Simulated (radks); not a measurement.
Spherical quantum dot in the effective-mass picture: electrons in a hard-walled sphere of radius 5.39, with a point charge +2 (a donor) at the centre, all in effective atomic units (hartree* = m*/eps^2 hartree, bohr* = eps/m* bohr), one dielectric constant everywhere. Method: non-relativistic Kohn-Sham, LDA (Slater exchange, Perdew-Wang correlation), spin-polarised, spherical densities; computed with a radial shooting solver with Libxc functionals. Levels are named by radial order and angular momentum (1s, 1p, 1d, 2s, ...), and open shells are averaged over m. Results are scaled to m* = 0.439 and eps = 6.4, for which hartree* = 291.6 meV and bohr* = 0.7715 nm. Each electron was tried in the lowest free levels, single moves between levels near the top were tried too, and the lowest total energy was kept; such a search can miss a lower state. At N = 1 the Hartree and exchange-correlation terms need not cancel, so that row can carry a self-interaction error.

\begin{tabular}{lrrrrr}
N & open shells & 2S & addition energy mu(N+1) - mu(N) (meV) & e(HOMO) (meV) & rms radius (nm) \\ \hline
1 & 1s(up 1, down 0) & 1 & 306.0 & -440.51 & 0.6899 \\
2 & none & 0 & 342.6 & -166.01 & 0.8713 \\
3 & 2s(up 1, down 0) & 1 & 72.42 & 112.84 & 1.652 \\
4 & 1p(up 1, down 0) 2s(up 1, down 0) & 2 & 70.11 & 189.69 & 1.938 \\
5 & 1p(up 2, down 0) 2s(up 1, down 0) & 3 & 70.22 & 260.02 & 2.117 \\
6 & 1p(up 3, down 0) 2s(up 1, down 0) & 4 & 83.44 & 330.06 & 2.246 \\
7 & 1p(up 3, down 0) & 3 & 73.45 & 410.71 & 2.350 \\
8 & 1p(up 3, down 1) & 2 & 65.83 & 484.74 & 2.429 \\
9 & 1p(up 3, down 2) & 1 & 66.35 & 550.93 & 2.495 \\
10 & none & 0 & 117.1 & 617.37 & 2.551 \\
11 & 1d(up 1, down 0) & 1 & 64.23 & 733.32 & 2.609 \\
12 & 1d(up 2, down 0) & 2 & 64.39 & 797.65 & 2.658 \\
13 & 1d(up 3, down 0) & 3 & 64.46 & 862.09 & 2.701 \\
14 & 1d(up 4, down 0) & 4 & 64.48 & 926.56 & 2.739 \\
15 & 1d(up 5, down 0) & 5 & 79.80 & 991.03 & 2.772 \\
16 & 1d(up 5, down 1) & 4 & 63.12 & 1070.1 & 2.802 \\
17 & 1d(up 5, down 2) & 3 & 63.31 & 1133.4 & 2.829 \\
18 & 1d(up 5, down 3) & 2 & 63.42 & 1196.7 & 2.853 \\
19 & 1d(up 5, down 4) & 1 & 63.48 & 1260.2 & 2.876 \\
20 & none & 0 & 123.7 & 1323.7 & 2.897 \\
21 & 1f(up 1, down 0) & 1 & 62.57 & 1446.9 & 2.919 \\
22 & 1f(up 2, down 0) & 2 & - & 1509.5 & 2.939 \\
\end{tabular}

All shells are closed at N = 2, 10, 20 (there: 1s2 1p6 1d10 2s2); the second difference of the energy has clear peaks (12 % above both neighbours; the first and last values, which can be the largest, are not judged, and half-filled shells can peak too) at N = 6, 10, 15, 20.
